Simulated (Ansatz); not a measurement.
Consider the substitution at a C–Cl bond: `ClC1(I)CO1` + HBr → `BrC1(I)CO1` + HCl.

Calculated with Ansatz (gas phase, PBE0-D4/def2-TZVP geometries, no zero-point term in ΔE). CCSD(T)/CBS adds triple-zeta CCSD(T) − MP2 to the extrapolated MP2 energy (def2 sets, frozen cores). This one scheme is used for every species. Functionals use def2-TZVPP. B3LYP here is the variant with VWN-RPA as its local correlation; programs differ in this. HSE06 is defined as in plane-wave codes. Elements past krypton have def2 core potentials. For Br, I outer-core shells are correlated without core-valence functions, which leaves a few kJ/mol of doubt a bond. Scalar relativity is left out up to krypton.

```
             level  ΔE (kJ/mol)  difference from CCSD(T)/CBS
       LDA (SPW92)          0.2                          5.9
            PBE-D4         -3.6                          2.1
         revPBE-D4         -3.7                          2.0
           BLYP-D4         -4.9                          0.8
         r2SCAN-D4         -2.5                          3.2
            B97M-V         -2.7                          3.0
           PBE0-D4         -2.7                          3.0
          B3LYP-D4         -4.0                          1.7
        r2SCANh-D4         -2.3                          3.4
          HSE06-D4         -2.9                          2.8
          BHLYP-D4         -3.6                          2.1
           ωB97X-V         -1.8                          3.9
           ωB97M-V         -2.2                          3.5
            B2PLYP         -4.5                          1.2
          PBE-QIDH         -4.1                          1.6
               PBE         -2.3                          3.4
            revPBE         -2.8                          2.9
              BLYP         -2.6                          3.1
            r2SCAN         -2.3                          3.4
              PBE0         -1.6                          4.1
             B3LYP         -1.9                          3.8
           r2SCAN0         -1.7                          4.0
             HSE06         -1.8                          3.9
             BHLYP         -0.8                          4.9
           LC-ωPBE         -0.1                          5.6
RPA@PBE/def2-TZVPP         -7.3                         -1.6
       HF/def2-SVP          4.0                          9.7
      MP2/def2-SVP          0.6                          6.3
     CCSD/def2-SVP          4.3                         10.0
  CCSD(T)/def2-SVP          3.6                          9.3
    MP2/def2-TZVPP         -9.8                         -4.1
SCS-MP2/def2-TZVPP         -8.2                         -2.5
   CCSD/def2-TZVPP         -6.1                         -0.4
CCSD(T)/def2-TZVPP         -6.8                         -1.1
     HF/def2-QZVPP          0.8                          6.5
    MP2/def2-QZVPP         -9.1                         -3.4
SCS-MP2/def2-QZVPP         -7.6                         -1.9
      HF/CBS(def2)          0.8                          6.5
     MP2/CBS(def2)         -8.7                         -3.0
    CCSD/CBS(def2)         -5.0                          0.7
       CCSD(T)/CBS         -5.7                            0
```

Largest T1 diagnostic among the species: 0.011.

At CCSD(T), def2-SVP lies +9.3 kJ/mol from the extrapolated value and def2-TZVPP −1.1 kJ/mol. In def2-TZVPP, CCSD(T) changes the Hartree–Fock value by −7.5 kJ/mol (the triples alone add −0.7 kJ/mol) and MP2 by −10.4 kJ/mol. Leaving LDA and LC-ωPBE aside and taking each functional with its dispersion term where it has one, the values, not all of them listed here, spread over 3.5 kJ/mol, from BLYP-D4 to CAM-B3LYP-D4.

CCSD(T)/CBS has its own doubt, a few kJ/mol and more with outer-core shells, so smaller differences from it don't rank the levels.
